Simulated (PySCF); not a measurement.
Si(Me)2(OH)(SH) (C2H8OSSi), SMILES [Si](C)(S)(O)C. Coordinates come from a B3LYP-D3(BJ)/def2-SVP optimisation. The values are those of a single conformer.

The numbers are results of B3LYP-D3(BJ)/def2-SVP (PySCF), not measurements.

Harmonic wavenumbers (cm⁻¹): 139, 150, 157, 174, 213, 230, 237, 271, 321, 467, 654, 677, 699, 752, 788, 803, 841, 876, 920, 1273, 1277, 1427, 1427, 1435, 1439, 2669, 3029, 3033, 3121, 3123, 3124, 3134, 3866. Rotational constants (GHz): 3.303, 2.205, 2.093; symmetry number 1.

### Question
Work out the zero-point energy and the ideal-gas rigid-rotor harmonic-oscillator thermochemistry at 298.15 K and 1 atm.

### Answer
ZPE = ½ Σ hcν = ½ × 42746 cm⁻¹ = 255.68 kJ/mol. H − E(el) = 281.49 kJ/mol. Entropy in J/(mol K): translation 167.17, rotation 114.84, vibration 92.46, total 374.46. G − E(el) = 169.84 kJ/mol. Cp = 136.35 J/(mol K). Modes under 150 cm⁻¹ make the vibrational entropy uncertain.
